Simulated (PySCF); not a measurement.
Fill in the blanks.

Species: C3H12BP.
Bonds: B1–P2, P2–C3, P2–C4, P2–C5. Hydrogens: H6, H7, H8 on B1; H9, H10, H11 on C3; H12, H13, H14 on C4; H15, H16, H17 on C5.

```csv
property,level,value
point group,PBE0-D3(BJ)/def2-SVP,?
"rotational constants A, B, C",PBE0-D3(BJ)/def2-SVP,"3.459, 3.193, 3.191 GHz"
dipole moment,CAM-B3LYP/def2-SVPD,5.31 D
HOMO energy,CAM-B3LYP/def2-SVPD,-9.29 eV
LUMO energy,CAM-B3LYP/def2-SVPD,0.87 eV
lowest singlet excitation,TDDFT CAM-B3LYP/def2-SVPD,"7.60 eV (163 nm, f = 0.045)"
strongest line among the 10 lowest singlet transitions,TDDFT CAM-B3LYP/def2-SVPD,"S7/S8 at 8.72 eV (142 nm, f = 0.145 summed over these states)"
lowest triplet excitation (Tamm–Dancoff),TDA CAM-B3LYP/def2-SVPD,?
static isotropic polarisability,CAM-B3LYP/def2-SVPD,?
vertical ionisation energy,ΔSCF CAM-B3LYP/def2-SVPD,10.01 eV
electronic spatial extent ⟨r²⟩ about the centre of nuclear charge,CAM-B3LYP/def2-SVPD,636 bohr²
13C chemical shifts (computed TMS as zero) by class,GIAO CAM-B3LYP/pcSseg-2,?
1H chemical shifts (computed TMS as zero) by class,GIAO CAM-B3LYP/pcSseg-2,"1.11 (H9/H10/H11/H12/H13/H14/H15/H16/H17), 0.72 (H6/H7/H8) ppm"
"isotropic shieldings of nuclei other than C and H, by class",GIAO CAM-B3LYP/pcSseg-2,"143 (B1), 291 (P2) ppm"
core binding energies,"ΔSCF SCAN, pcX-2 on the ionised atom, pcseg-1 elsewhere, spin-free X2C, 2p3/2 from a spin–orbit splitting computed afterwards within the 2p shell",?
```

Gas-phase values; electronic properties from PySCF, density fitting. Isolated species at its PBE0-D3(BJ)/def2-SVP geometry, gas phase. NMR classes are plain means over equivalent atoms (diastereotopic ones count apart unless rotation or inversion swaps them), as if these changed places fast; in this geometry the members of some classes differ.

(1) The lowest triplet excitation (Tamm–Dancoff)?

(2) Give the core binding energies.

(3) What is the point group?

(4) Give the static isotropic polarisability.

(5) The 13C chemical shifts (computed TMS as zero) by class?

Results:

(1) 7.48 eV.

(2) P2p3/2 137.1 (P2), B1s 192.9 (B1), C1s 291.0 (C3/C4/C5), P1s 2150.8 (P2) eV.

(3) C3v.

(4) 81.9 au.

(5) 15.2 (C3/C4/C5) ppm.

The rotational constants are those of a prolate symmetric top; the small spread among constants that symmetry makes equal is optimisation noise. The ΔSCF ionisation energy exceeds −ε(HOMO) by 0.72 eV with CAM-B3LYP. A dipole of 5.31 D is allowed in C3v, and pure rotational transitions are dipole-allowed.
